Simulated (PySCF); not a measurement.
How the method changes the constants of GeH

State: ²Π (doublet), unpaired electrons π ↑. Set-up: Ge def2-TZVPPD, H def2-TZVPPD; no relativity (PySCF 2.14). De refers to Ge + H in their high-spin ground configurations, without counterpoise correction. The functionals are run spin-unrestricted. A positive dipole means Ge(−)H(+).

| Level | Re (Å) | ωe (cm⁻¹) | De (eV) | μ (D) | CPU s a point (SCF and correlation, without the integrals) |
| --- | --- | --- | --- | --- | --- |
| UHF | 1.589 | 1991 | 2.00 | 0.03 | 0.71 |
| UHF-MP2 | 1.578 | 1976 | 2.74 | n/a | 0.98 |
| UHF-SCS-MP2 | 1.583 | 1957 | 2.86 | n/a | n/a |
| UHF-CCSD | 1.589 | 1920 | 2.90 | n/a | n/a |
| UHF-CCSD(T) | 1.591 | 1907 | 2.93 | n/a | 10 |
| LDA | 1.607 | 1849 | 3.34 | -0.15 | 0.27 |
| PBE | 1.617 | 1823 | 2.92 | -0.22 | 0.43 |
| PW91 | 1.614 | 1830 | 2.95 | -0.23 | 0.32 |
| r²SCAN | 1.597 | 1899 | 2.96 | -0.10 | 0.61 |
| TPSSh | 1.600 | 1895 | 3.07 | -0.14 | 0.81 |
| PBE0 | 1.601 | 1899 | 2.88 | -0.12 | 0.89 |
| M06 | 1.607 | 1881 | 3.00 | -0.30 | 0.8 |
| HSE06 | 1.602 | 1894 | 2.90 | -0.15 | 1.1 |
| MN15 | 1.585 | 1940 | 2.95 | -0.14 | 0.79 |

Question: Which functional lies closest to UHF-CCSD(T) in De, which farthest, and by how much do they differ from it?

Answer: Closest is PBE (+2.6 pm in Re, -4.4 % in ωe, -0.01 eV in De against UHF-CCSD(T) in the same basis), farthest LDA (+1.6 pm in Re, -3.0 % in ωe, +0.41 eV in De). CCSD(T) converges more slowly with the basis than the functionals do and binds too weakly in this one, so the order can change at the basis-set limit.

Question: What does the step from GGA to meta-GGA do here, going from PBE to r²SCAN?

Answer: r²SCAN less PBE: -2.0 pm in Re, +4.2 % in ωe, +0.04 eV in De. 

Question: What does the gradient correction do here, going from LDA to PBE?

Answer: PBE less LDA: +1.0 pm in Re, -1.4 % in ωe, -0.42 eV in De. The gradient correction favours the more uneven density of free atoms, so it tends to lengthen bonds and takes away much of the overbinding of LDA; so it does here.

Correlated steps freeze 9 core orbitals. Spin–orbit coupling is left out. Counting both spins, an empty level lies below a filled one in some of these solutions, because spin and occupation are held. The state was picked by a PBE0 search and need not be the measured ground state.

The whole job (state search and all levels along the bond) took about 3 min on 1 thread of AMD EPYC 9R45 96-Core (shared host), peak memory 1.3 GiB.
